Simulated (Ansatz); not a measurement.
The cluster Na₄⁻. Total charge -1; quartet. Geometry PBE0/def2-TZVPD; atoms count from 1.

```xyz
4

Na   -0.775   -3.046    0.265
Na    0.011    0.381   -0.339
Na    0.257    3.575   -2.875
Na    0.508   -0.910    2.949
```

At PBE0/def2-TZVPD a doublet of charge -1 lies 0.57 eV below the quartet, each at its own geometry. The structure comes from a short search, and lower isomers may exist.

Estimate the Mulliken populations from the PBE0/def2-TZVPD orbitals of Ansatz.


```csv
atom,charge (e),spin (α − β)
Na1,-0.30,0.72
Na2,-0.22,0.45
Na3,-0.19,1.12
Na4,-0.30,0.71
```
Mulliken values and Mayer orders depend strongly on the basis. With diffuse functions, as here, like atoms can get unlike values, and bond orders can come out too low or too high.

Where does the spin sit?

Summed by element: Na 3.00, of 3 unpaired in all. Largest on single atoms: Na3 1.12, Na1 0.72, Na4 0.71.

And the Mayer bond orders between bonded heavy atoms (over 0.3)?

Na1–Na2 0.50 (3.57 Å); Na1–Na4 0.58 (3.66 Å); Na2–Na4 0.50 (3.57 Å). Values over 0.3 also appear between atoms too far apart for a bond (Na2–Na3 0.41 at 4.09 Å); they arise where an orbital or an unpaired electron spreads over both atoms.
